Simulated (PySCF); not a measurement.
**Two-dimensional NMR puzzle**

Compound of formula C6H10FNSi2. Correlations simulated from computed shifts and the bond graph:

HSQC (one-bond C–H):
```csv
δH,δC
7.12,171.2
2.58,26.9
2.05,12.3
1.77,26.9
1.65,9.1
0.89,9.1
```

COSY cross peaks (H two or three bonds apart, from the bond graph; peaks can be absent where the dihedral angle is near 90°):
```csv
δH,δH
5.05,4.61
5.05,2.05
4.61,2.05
4.53,4.53
4.53,1.65
4.53,0.89
4.53,1.65
4.53,0.89
2.58,2.05
2.58,1.77
2.58,1.65
2.58,0.89
2.05,1.77
1.77,1.65
1.77,0.89
1.65,0.89
```

HMBC (two and three bonds, from the bond graph):
```csv
δH,δC
7.12,102.1
5.05,"171.2, 125.2, 102.1, 26.9, 12.3"
4.61,"171.2, 125.2, 102.1, 26.9, 12.3"
4.53,"171.2, 102.1, 26.9, 9.1"
4.53,"171.2, 102.1, 26.9, 9.1"
2.58,"125.2, 12.3, 9.1"
2.05,"125.2, 102.1, 26.9, 9.1"
1.77,"125.2, 12.3, 9.1"
1.65,"102.1, 26.9, 12.3"
0.89,"102.1, 26.9, 12.3"
```

Carbons without hydrogens: δ 125.2, 102.1.

[PySCF 2.14: coordinates at the GFN2-xTB level; NMR shieldings at PBE0/pcSseg-1/GIAO; non-relativistic; gas phase; one conformer]

Chemical shifts δ = σref − σ; TMS for ¹H and ¹³C, all at this level.

Exchangeable hydrogens are left out of these lists.

Question: Assemble the structure.

Answer: `N#C[C@@H]1CC[SiH2]/C(=C/F)[SiH2]1`.

Atoms are numbered as in `[N:1]#[C:2][C@@H:3]1[CH2:4][CH2:5][SiH2:6]/[C:7](=[CH:8]/[F:9])[SiH2:10]1`. Hydrogens are named by the atom that carries them. Ha(C4), Ha(C5), Ha(Si6), Ha(Si10) are cis to C2 on the ring; Hb(C4), Hb(C5), Hb(Si6), Hb(Si10) are trans to C2 on the ring.

- δC 171.2 is C8, an alkene CH (δH 7.12).
- δC 125.2 is C2, a nitrile carbon.
- δC 102.1 is C7, a fully substituted alkene carbon.
- δC 26.9 is C4, an sp3 CH2 in a ring (δH 1.77, 2.58).
- δC 12.3 is C3, an sp3 CH bonded to Si, α to a nitrile (δH 2.05).
- δC 9.1 is C5, an sp3 CH2 bonded to Si (δH 0.89, 1.65).
- HMBC from δH 7.12 reaches the proton-free carbon C7.
- HMBC from δH 5.05 reaches the proton-free carbons C2, C7.
- HMBC from δH 4.61 reaches the proton-free carbons C2, C7.
- HMBC from δH 4.53 reaches the proton-free carbon C7.
- COSY links 5.05–4.61, 5.05–2.05, 4.61–2.05, 4.53–4.53, 4.53–1.65, 4.53–0.89.

The data come from this structure; uniqueness wasn't tested.

Shifts are as computed. Against solution values, carbons near 30 ppm lie about +3 ppm off and those near 130 ppm about +5 ppm. Of 1309 compounds with measured shifts, 239 miss one by over three times the rms of a fit or turn the order of signals round; such compounds aren't used in these exercises.
